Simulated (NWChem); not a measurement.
System: Si$_{2}$H$_{3}$Cl$_{3}$; SMILES [SiH2](Cl)[SiH](Cl)Cl

The following NWChem deck was run.

```
start job
memory heap 200 mb stack 900 mb global 1100 mb
geometry units angstroms noautosym nocenter noautoz
  Si     0.754442    -1.249592    -0.560138
  Cl    -0.370907    -2.841123     0.147582
  Si    -0.004917     0.701800     0.482699
  Cl     1.205646     2.242618    -0.182335
  Cl    -1.956127     1.048775    -0.092150
  H      0.573906    -1.130283    -2.033822
  H      2.189741    -1.489867    -0.237254
  H      0.041312     0.681008     1.967904
end
basis spherical
  Si library def2-svp
  Cl library def2-svp
  H library def2-svp
end
dft
  xc m06-2x
  iterations 150
end
cosmo
  do_cosmo_smd true
  solvent propanol
end
task dft energy
```

Parts of the log:

```
             Northwest Computational Chemistry Package (NWChem) 7.3.0
             --------------------------------------------------------

                             Geometry "geometry" -> ""
                             -------------------------

 Output coordinates in angstroms (scale by  1.889725989 to convert to a.u.)

  No.       Tag          Charge          X              Y              Z
 ---- ---------------- ---------- -------------- -------------- --------------
    1 Si                  14.0000     0.75444200    -1.24959200    -0.56013800
    2 Cl                  17.0000    -0.37090700    -2.84112300     0.14758200
    3 Si                  14.0000    -0.00491700     0.70180000     0.48269900
    4 Cl                  17.0000     1.20564600     2.24261800    -0.18233500
    5 Cl                  17.0000    -1.95612700     1.04877500    -0.09215000
    6 H                    1.0000     0.57390600    -1.13028300    -2.03382200
    7 H                    1.0000     2.18974100    -1.48986700    -0.23725400
    8 H                    1.0000     0.04131200     0.68100800     1.96790400

 Effective nuclear repulsion energy (a.u.)     488.9150434777

                                 NWChem DFT Module
                                 -----------------

 Summary of "ao basis" -> "ao basis" (spherical)
 ------------------------------------------------------------------------------
       Tag                 Description            Shells   Functions and Types
 ---------------- ------------------------------  ------  ---------------------
 Si                         def2-svp                 8       18   4s3p1d
 Cl                         def2-svp                 8       18   4s3p1d
 H                          def2-svp                 3        5   2s1p

 in cosmo_initialize ...
 calling solv_data for solv:propanol

 solvent parameters
 solvname_short: propanol
 solvname_long:  1-propanol
 dielec:       20.5240
 dielecinf:     1.9182
 nonaqueous SMD model solvent descriptors
 dielec:       20.5240
 sola:          0.3700
 solb:          0.4800
 solc:          0.0000
 solg:         33.5700
 solh:          0.0000
 soln:          1.3850

          ---------------
          -cosmo- solvent
          ---------------
 Cosmo: York-Karplus, doi: 10.1021/jp992097l
 dielectric constant -eps-     =  20.52
 screen = (eps-1)/(eps    )    =   0.95128
 surface charge correction     = lagrangian

   van der Waals surface
 --------------------------

 ---------- ATOMIC COORDINATES (A.U.) ------------ VDWR(ANG.) --
     1    1.42568865   -2.36138648   -1.05850734     2.470
     2   -0.70091260   -5.36894397    0.27888954     2.380
     3   -0.00929178    1.32620970    0.91216884     2.470
     4    2.27834058    4.23793352   -0.34456319     2.380
     5   -3.69654403    1.98189737   -0.17413825     2.380
     6    1.08452508   -2.13592516   -3.84336629     1.200
     7    4.13801048   -2.81544039   -0.44834505     1.200
     8    0.07806836    1.28691852    3.71879933     1.200
 number of segments per atom =        128
 number of   points per atom =        128
 atom (   nspa,  nppa )
 ----------------------
    1 (     56,     0 )       0
    2 (     90,     0 )       0
    3 (     35,     0 )       0
    4 (     86,     0 )       0
    5 (     87,     0 )       0
    6 (     31,     0 )       0
    7 (     31,     0 )       0
    8 (     35,     0 )       0
 number of -cosmo- surface points =      451
 molecular surface =    193.530 angstrom**2
 molecular volume  =    205.260 angstrom**3
 -lineq- algorithm             =   0
 -bem- low  level              =   3
 -bem- from -octahedral-
 gaussian surface charge width =   4.50000
 degree of switching           =   1.00000
 switching function tolerance  =   0.00010
 atomic radii =
 --------------
    1 14.000  2.470
    2 17.000  2.380
    3 14.000  2.470
    4 17.000  2.380
    5 17.000  2.380
    6  1.000  1.200
    7  1.000  1.200
    8  1.000  1.200
 ...... end of -cosmo- initialization ......

 nat:                     8
 ixmem:                  3618
 calling mnsol_interface()
 G(SMD-CDS) energy (kcal/mol)  =    -2.586
 SMD-CDS SASA (angstrom**2)    =   185.298

[...]

                                COSMO-SMD solvation results
                                ---------------------------

             internal energy in gas <Psi(g)|H|Psi(g)> =     -1960.843035653170
         internal energy in solvent <Psi(s)|H|Psi(s)> =     -1960.842501756572
                               delta internal energy  =         0.000533896599 (    0.34 kcal/mol)
   total free energy in solvent <Psi(s)|H+V/2|Psi(s)> =     -1960.846257430195
 polarization energy contribution <Psi(s)|V/2|Psi(s)> =        -0.003755673623 (   -2.36 kcal/mol)
    total free energy in solvent including G(SMD-CDS) =     -1960.850378687249
                       G(SMD-CDS) energy contribution =        -0.004121257054 (   -2.59 kcal/mol)
     1 M fixed-concentration free energy of solvation =        -0.007343034079 (   -4.61 kcal/mol)

                       DFT Final Molecular Orbital Analysis
                       ------------------------------------

 Vector   39  Occ=2.000000D+00  E=-3.904291D-01
              MO Center= -2.4D-01,  1.5D+00, -9.2D-02, r^2= 4.6D+00
   Bfn.  Coefficient  Atom+Function         Bfn.  Coefficient  Atom+Function
  ----- ------------  ---------------      ----- ------------  ---------------
    65      0.407893  4 Cl px                84      0.358221  5 Cl py
    62      0.300661  4 Cl px                81      0.265562  5 Cl py
    83      0.235585  5 Cl px                67      0.206510  4 Cl pz
    59      0.172725  4 Cl px                80      0.171509  5 Cl px
    64      0.153298  4 Cl pz                78      0.152374  5 Cl py

 Vector   40  Occ=2.000000D+00  E=-3.787157D-01
              MO Center=  2.2D-01, -2.2D+00, -2.7D-01, r^2= 3.2D+00
   Bfn.  Coefficient  Atom+Function         Bfn.  Coefficient  Atom+Function
  ----- ------------  ---------------      ----- ------------  ---------------
    31      0.403950  2 Cl pz                29      0.356458  2 Cl px
    28      0.288238  2 Cl pz                26      0.253946  2 Cl px
    91      0.214836  6 H  s                 96     -0.213298  7 H  s
    25      0.166219  2 Cl pz                92      0.160743  6 H  s
    97     -0.159152  7 H  s                 23      0.146476  2 Cl px

 Vector   41  Occ=2.000000D+00  E=-3.359469D-01
              MO Center=  1.4D-01, -2.2D-01,  2.2D-02, r^2= 5.2D+00
   Bfn.  Coefficient  Atom+Function         Bfn.  Coefficient  Atom+Function
  ----- ------------  ---------------      ----- ------------  ---------------
    30      0.246687  2 Cl py                66     -0.237760  4 Cl py
     9     -0.192310  1 Si py                45      0.191809  3 Si py
    84     -0.183554  5 Cl py                85     -0.167515  5 Cl pz
    27      0.162994  2 Cl py               101      0.163670  8 H  s
    63     -0.156089  4 Cl py                31      0.152880  2 Cl pz

 Vector   42  Occ=0.000000D+00  E= 5.359290D-03
              MO Center=  3.9D-01, -4.0D-01, -7.7D-02, r^2= 4.5D+00
   Bfn.  Coefficient  Atom+Function         Bfn.  Coefficient  Atom+Function
  ----- ------------  ---------------      ----- ------------  ---------------
    12      0.597096  1 Si py                48      0.480063  3 Si py
    47      0.378986  3 Si px                22      0.372069  2 Cl s
    11      0.359734  1 Si px                30      0.342509  2 Cl py
    58     -0.309850  4 Cl s                 66      0.307392  4 Cl py
    13     -0.230180  1 Si pz                29      0.194314  2 Cl px

 Vector   43  Occ=0.000000D+00  E= 2.283632D-02
              MO Center=  2.0D-01,  1.6D-01,  8.1D-02, r^2= 4.4D+00
   Bfn.  Coefficient  Atom+Function         Bfn.  Coefficient  Atom+Function
  ----- ------------  ---------------      ----- ------------  ---------------
    47      0.668741  3 Si px                92      0.501642  6 H  s
    83      0.465203  5 Cl px                13      0.457884  1 Si pz
    76      0.447529  5 Cl s                 49      0.440132  3 Si pz
    97     -0.417105  7 H  s                 11      0.314496  1 Si px
    48     -0.286433  3 Si py                39     -0.275580  3 Si s

 Vector   44  Occ=0.000000D+00  E= 5.860002D-02
              MO Center=  3.5D-01, -3.2D-01, -6.5D-02, r^2= 5.2D+00
   Bfn.  Coefficient  Atom+Function         Bfn.  Coefficient  Atom+Function
  ----- ------------  ---------------      ----- ------------  ---------------
    40      1.209333  3 Si s                  4     -0.989076  1 Si s
    12     -0.935649  1 Si py                39      0.760032  3 Si s
    48     -0.710368  3 Si py                11      0.545354  1 Si px
   102     -0.523602  8 H  s                 13     -0.401329  1 Si pz
    38      0.338798  3 Si s                  3     -0.311883  1 Si s

     Multipole analysis of the density
     ---------------------------------

     L   x y z        total         alpha         beta         nuclear
     -   - - -        -----         -----         ----         -------
     0   0 0 0     -0.000000    -41.000000    -41.000000     82.000000

     1   1 0 0      0.626369      5.760591      5.760591    -10.894813
     1   0 1 0     -0.126012      1.782916      1.782916     -3.691844
     1   0 0 1      0.116451      3.407452      3.407452     -6.698453

     2   2 0 0    -49.586696   -212.620471   -212.620471    375.654247
     2   1 1 0     -1.378016    -21.889162    -21.889162     42.400308
     2   1 0 1     -0.276607     16.214119     16.214119    -32.704845
     2   0 2 0    -53.834028   -516.399617   -516.399617    978.965206
     2   0 1 1      1.091966     -4.474563     -4.474563     10.041093
     2   0 0 2    -47.117075    -53.554971    -53.554971     59.992867
```

Level: M06-2X/def2-SVP, SMD on the gas-phase geometry. All runs use the structure optimised with PBE0/def2-SVP. Solvent: 1-propanol.
